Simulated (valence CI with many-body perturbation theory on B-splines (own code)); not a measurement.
# Energy levels of C+

Level of theory: valence CI with perturbative core correlation (CI+MBPT): three valence electrons over a frozen Dirac-Fock core [He], radial functions for each j: 11 s, 11 p, 10 d, 8 f, 5 g, 2 h, with the one-electron correlation potential Σ1 (screened to all orders), the two-electron term Σ2, the three-electron term Σ3, Breit, model QED; selected single and double excitations, second order for the rest, scaled by the run's own slope (own B-spline code, finite nucleus).

Against 29 measured levels this calculation errs by 67 cm⁻¹ on average and by 148 at most. These come from a selection out of the NIST Handbook of Basic Atomic Spectroscopic Data. Levels without a partner in it may be off by more.

Levels 46 to 65 of 65, with energies above the lowest level, 2s2 2p 2P°_1/2. "Leading %" is the weight of the configuration and term that name the level; weights of strongly mixed levels are sums over their largest components and can fall short.

```tsv
No.	Configuration	Term	J	E (eV)	Leading %	Second component	g
46	2s 2p 3p	4D	7/2	22.529	96		1.429
47	2s 2p 3p	2P	1/2	22.561	93		0.664
48	2s 2p 3p	2P	3/2	22.563	93		1.334
49	2s2 6p	2P°	1/2	22.678	88	6 % 2p2 6p 2P°	0.666
50	2s2 6p	2P°	3/2	22.678	88	6 % 2p2 6p 2P°	1.334
51	2s2 6d	2D	3/2	22.812	90	6 % 2p2 6d 2D	0.800
52	2s2 6d	2D	5/2	22.812	90	6 % 2p2 6d 2D	1.200
53	2s2 6f	2F°	5/2	22.852	91	7 % 2p2 6f 2F°	0.857
54	2s2 6f	2F°	7/2	22.852	91	7 % 2p2 6f 2F°	1.143
55	2s2 6g	2G	9/2	22.859	91	7 % 2p2 6g 2G	1.111
56	2s2 6g	2G	7/2	22.859	91	7 % 2p2 6g 2G	0.889
57	2s2 6h	2H°	11/2	22.860	91	7 % 2p2 6h 2H°	1.091
58	2s2 6h	2H°	9/2	22.860	91	7 % 2p2 6h 2H°	0.909
59	2s 2p 3p	4S	3/2	22.890	97		2.002
60	2s2 7s	2S	1/2	23.018	91	7 % 2p2 7s 2S	2.002
61	2s 2p 3p	4P	1/2	23.104	95		2.670
62	2s 2p 3p	4P	3/2	23.106	95		1.735
63	2s 2p 3p	4P	5/2	23.108	95		1.601
64	2s2 7p	2P°	1/2	23.143	90	7 % 2p2 7p 2P°	0.666
65	2s2 7p	2P°	3/2	23.144	90	7 % 2p2 7p 2P°	1.334
```
